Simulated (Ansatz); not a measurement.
Born–Oppenheimer molecular dynamics of C4H9FOSi (16 atoms, charge 0, multiplicity 1). It starts at the highest image of a converged band. Of that band: Neighbouring images differ by up to 2.3 eV, so the band resolves the path poorly. A vibrational analysis at the climbing image gives one clearly imaginary mode, 1825i cm⁻¹: a first-order saddle point.

Theory: RHF/6-31G (Ansatz 0.2.0).

- ensemble: NVE (velocity Verlet)
- time step: 0.5 fs
- steps asked: 200
- starting velocities drawn for: 100 K
- seed: 7976

First frame:

```xyz
16
Properties=species:S:1:pos:R:3
C 1.613 0.978 0.556
Si 0.129 -0.041 -0.057
C 0.707 -1.866 -0.305
F 1.954 -1.812 -1.017
C -0.929 0.608 -1.517
O -2.193 1.002 -0.128
C -1.519 0.236 0.930
H 1.957 0.609 1.517
H 2.439 0.901 -0.141
H 1.348 2.022 0.667
H 0.024 -2.448 -0.904
H 0.901 -2.382 0.625
H -0.770 1.532 -2.049
H -2.155 0.394 -1.123
H -1.431 0.881 1.790
H -2.100 -0.635 1.201
```

(1) How far do the bonds stretch over the last three quarters of this one trajectory? (Pairs bonded in most of those frames.)

Answers

(1) 
```json
{"bond": "C1–Si2", "mean (Å)": "1.905", "spread (Å)": "0.028", "shortest": "1.85", "longest": "1.97"}
{"bond": "C1–H8", "mean (Å)": "1.085", "spread (Å)": "0.005", "shortest": "1.08", "longest": "1.09"}
{"bond": "C1–H9", "mean (Å)": "1.087", "spread (Å)": "0.022", "shortest": "1.05", "longest": "1.12"}
{"bond": "C1–H10", "mean (Å)": "1.084", "spread (Å)": "0.020", "shortest": "1.05", "longest": "1.12"}
{"bond": "Si2–C3", "mean (Å)": "1.931", "spread (Å)": "0.025", "shortest": "1.89", "longest": "1.98"}
{"bond": "Si2–C5", "mean (Å)": "1.954", "spread (Å)": "0.054", "shortest": "1.82", "longest": "2.03"}
{"bond": "Si2–C7", "mean (Å)": "1.949", "spread (Å)": "0.045", "shortest": "1.87", "longest": "2.01"}
{"bond": "C3–F4", "mean (Å)": "1.436", "spread (Å)": "0.012", "shortest": "1.41", "longest": "1.46"}
{"bond": "C3–H11", "mean (Å)": "1.079", "spread (Å)": "0.014", "shortest": "1.06", "longest": "1.10"}
{"bond": "C3–H12", "mean (Å)": "1.081", "spread (Å)": "0.007", "shortest": "1.07", "longest": "1.09"}
{"bond": "C5–O6", "mean (Å)": "1.619", "spread (Å)": "0.210", "shortest": "1.28", "longest": "1.92"}
{"bond": "C5–H13", "mean (Å)": "1.103", "spread (Å)": "0.037", "shortest": "1.04", "longest": "1.17"}
{"bond": "C5–H14", "mean (Å)": "1.139", "spread (Å)": "0.098", "shortest": "0.97", "longest": "1.41"}
{"bond": "O6–C7", "mean (Å)": "1.506", "spread (Å)": "0.106", "shortest": "1.33", "longest": "1.68"}
{"bond": "C7–H15", "mean (Å)": "1.082", "spread (Å)": "0.005", "shortest": "1.07", "longest": "1.09"}
{"bond": "C7–H16", "mean (Å)": "1.084", "spread (Å)": "0.007", "shortest": "1.07", "longest": "1.10"}
```

Mean temperature of the second half: 973 K. The conserved energy stayed within 0.8 meV per atom of its start (net change -0.1 meV per atom), so the integration is sound. The system heated up, since it started high on the potential surface and ran downhill. A run of 0.1 ps of so small a system gives no equilibrium averages. The orbitals stay closed-shell, which can raise the energy where a bond breaks towards radicals; this wasn't checked here. Limits of this set-up: no polarisation functions.

The run took 8.4 min on 1 thread of Arm Neoverse V2, with other jobs on the host, peak memory 0.2 GiB.
